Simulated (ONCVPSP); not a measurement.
## u(r) = r·R(r): atom against pseudo-atom (phosphorus)

Columns: radius, all-electron u(r) and pseudo u(r) of the 2p shell (level -124.33 eV) of phosphorus in the configuration [He] 2s2 2p6 3s2 3p3; PBEsol, scalar-relativistic, ONCV scheme, ONCVPSP 4.0.1.

```
r (bohr)  all-electron  pseudo
   0.042        0.1402  0.0470
   0.085        0.4211  0.1846
   0.128        0.7132  0.3924
   0.170        0.9573  0.6350
   0.212        1.1437  0.8854
   0.255        1.2739  1.1191
   0.298        1.3494  1.3051
   0.340        1.3793  1.4270
   0.382        1.3746  1.4848
   0.425        1.3431  1.4836
   0.467        1.2936  1.4351
   0.510        1.2297  1.3520
   0.552        1.1589  1.2527
   0.595        1.0818  1.1450
   0.638        1.0029  1.0401
   0.680        0.9261  0.9449
   0.722        0.8512  0.8588
   0.765        0.7774  0.7794
   0.807        0.7089  0.7091
   0.850        0.6430  0.6429
   0.892        0.5829  0.5828
   0.935        0.5260  0.5259
   0.977        0.4747  0.4746
   1.020        0.4267  0.4266
   1.062        0.3838  0.3838
   1.105        0.3440  0.3439
```

Q: How many radial nodes do the two functions have?

A: The all-electron 2p function has n − l − 1 = 0; the pseudo-wave has 0.

Q: At about which radius was the pseudo-wave matched?

A: 0.85 bohr, where the columns begin to agree (steps of 0.04 bohr).

Q: Is the pseudo-wave norm-conserving?

A: Yes: the ONCV scheme keeps the norm inside the radius equal to the all-electron one, which fixes the energy derivative of the logarithmic derivative at the level.
